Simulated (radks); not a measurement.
Question: The table gives one normalised radial function P(r) = r R(r) of Ca+ in [Ar] 4s1 (r in bohr). Method: scalar-relativistic Kohn-Sham, revPBE, spin-polarised, spherical densities, finite nucleus; open shells are filled with parallel spins first; Fermi nuclear charge, rms radius 3.4776 fm; computed with a radial shooting solver on a logarithmic mesh with Libxc functionals.

| r | P |
|---|---|
| 0.00252 | 0.0140 |
| 0.003281 | 0.0179 |
| 0.004307 | 0.0229 |
| 0.005608 | 0.0290 |
| 0.007361 | 0.0365 |
| 0.009585 | 0.0453 |
| 0.01258 | 0.0556 |
| 0.01638 | 0.0665 |
| 0.0215 | 0.0776 |
| 0.028 | 0.0866 |
| 0.03675 | 0.0914 |
| 0.04786 | 0.0878 |
| 0.06282 | 0.0711 |
| 0.0818 | 0.0383 |
| 0.1074 | -0.0133 |
| 0.1398 | -0.0752 |
| 0.1835 | -0.1348 |
| 0.2389 | -0.1634 |
| 0.3136 | -0.1341 |
| 0.4084 | -0.0363 |
| 0.5361 | 0.1125 |
| 0.698 | 0.2409 |
| 0.9162 | 0.2720 |
| 1.193 | 0.1515 |
| 1.566 | -0.1006 |
| 2.039 | -0.3713 |
| 2.676 | -0.5614 |
| 3.485 | -0.5875 |
| 4.574 | -0.4336 |
| 5.957 | -0.2295 |
| 7.819 | -0.0802 |
| 10.18 | -0.0171 |

Which n and l does it have? It may be an empty orbital.

Answer: n = 4, l = 0: the number of nodes gives n - l - 1 = 3, the rise at small r (about r^(l+1)) gives l, and the extent must fit the shell. The curve is that of 4s up; the table hardly tells the two spins apart. 4s up: eigenvalue -9.292 eV, 3 radial nodes at r = 0.101, 0.439, 1.42 bohr, <r> = 3.59 bohr, 90 % of the charge inside 5.26 bohr.
